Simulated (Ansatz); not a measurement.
Isomers of C$_{2}$H$_{4}$BN, relaxed with PBE0-D4/def2-TZVP in Ansatz; electronic energies, one conformer each and not always the lowest. Functionals use def2-TZVPP; CBS adds triple-zeta CCSD(T) − MP2 to the MP2 limit of def2-TZVPP and def2-QZVPP.

Task: Order them by energy at frozen-core CCSD(T)/CBS, lowest first. (An estimate is asked.)
A. `BC1C=N1`
B. `B1C=NC1`
C. `BC#CN`
D. `CB1C=N1`
E. `C#CBN`
F. `CC1=NB1`

Result: E (0.0 kcal/mol), D (17.7 kcal/mol), F (21.8 kcal/mol), C (41.5 kcal/mol), B (45.2 kcal/mol), A (61.9 kcal/mol).

Task: How do MP2/CBS(def2), PBE-D4, ωB97M-V, B3LYP place them (kcal/mol, against `C#CBN`)? (An estimate is asked.)

Result: Computed: 
| isomer | MP2/CBS(def2) | PBE-D4 | ωB97M-V | B3LYP |
| --- | --- | --- | --- | --- |
| `CB1C=N1` | 18.7 | 13.3 | 13.5 | 17.1 |
| `CC1=NB1` | 22.4 | 16.9 | 17.6 | 20.9 |
| `B1C=NC1` | 46.6 | 39.1 | 43.4 | 47.1 |
| `BC1C=N1` | 62.9 | 56.3 | 60.2 | 61.9 |
| `BC#CN` | 42.4 | 33.2 | 38.4 | 35.4 |

B3LYP here is the variant with VWN-RPA as its local correlation; programs differ in this.
